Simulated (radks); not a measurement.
Spherical quantum dot in the effective-mass picture: electrons in a well V = -V0 / (1 + exp((r - R)/a)) with V0 = 22.4, R = 2.45, a = 0.23, with a point charge +1 (a donor) at the centre, all in effective atomic units (hartree* = m*/eps^2 hartree, bohr* = eps/m* bohr), one dielectric constant everywhere. Method: non-relativistic Kohn-Sham, exchange-only LDA, spin-polarised, spherical densities; computed with a radial shooting solver with Libxc functionals. Levels are named by radial order and angular momentum (1s, 1p, 1d, 2s, ...), and open shells are averaged over m.

N = 29, configuration 1s2 1p6 1d10 2s2 1f(up 7, down 2). This is the lowest configuration that the search found. Occupied and some empty levels:

level,occupation,eigenvalue (hartree*),<r> (bohr*)
1s up,1,-5.6074,1.426
1s down,1,-5.5281,1.412
1p up,3,-4.9832,1.592
1p down,3,-4.8895,1.586
1d up,5,-4.0889,1.692
1d down,5,-3.9886,1.690
2s up,1,-3.2760,1.130
2s down,1,-3.2334,1.136
1f up,7,-2.9471,1.773
1f down,2,-2.8437,1.772
1g up,0,-1.5881,1.843
2p up,0,-1.5690,1.391
2p down,0,-1.5138,1.390
1g down,0,-1.4838,1.844

Energy (hartree*): total -339.572, kinetic 68.245, external -621.30, Hartree 231.66, exchange-correlation -18.179.
